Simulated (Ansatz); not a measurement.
Start from `[OH][Sn]([OH])([F])[F]` and change one atom or group to get `[OH][Sn]([OH])([F])[Cl]`.

Ansatz, PBE0-D4/def2-TZVP geometries, multiplicity 1. Each molecule was computed in one conformer, which needn't be the lowest.

Elements past krypton have def2 core potentials.

```
                                      property  `[OH][Sn]([OH])([F])[F]`
           HOMO–LUMO gap (PBE/def2-TZVPP) / eV                      4.74
           LUMO energy (B3LYP/def2-TZVPP) / eV                     -2.87
          HOMO–LUMO gap (PBE0/def2-TZVPP) / eV                      7.57
         HOMO energy (ωB97M-V/def2-TZVPP) / eV                    -12.57
size of the dipole moment (PBE/def2-TZVPP) / D                      0.55
             LUMO energy (PBE/def2-TZVPP) / eV                     -3.48
```

(1) What does the change do to each property? (Best estimate.)

Answers

(1) The calculation gave: 
| property | `[OH][Sn]([OH])([F])[Cl]` | shift |
| --- | --- | --- |
| HOMO–LUMO gap (PBE/def2-TZVPP) / eV | 4.61 | -0.13 |
| LUMO energy (B3LYP/def2-TZVPP) / eV | -2.76 | 0.11 |
| HOMO–LUMO gap (PBE0/def2-TZVPP) / eV | 7.31 | -0.26 |
| HOMO energy (ωB97M-V/def2-TZVPP) / eV | -12.08 | 0.49 |
| size of the dipole moment (PBE/def2-TZVPP) / D | 1.89 | 1.34 |
| LUMO energy (PBE/def2-TZVPP) / eV | -3.37 | 0.11 |

With PBE0 the HOMO rises by 0.33 eV and the LUMO rises by 0.07 eV, so the gap narrows by about 0.26 eV. PBE moves the HOMO by 0.23 eV and ωB97M-V by 0.49 eV. Dipoles are sizes alone; their direction can turn.

B3LYP here is the variant with VWN-RPA as its local correlation; programs differ in this.
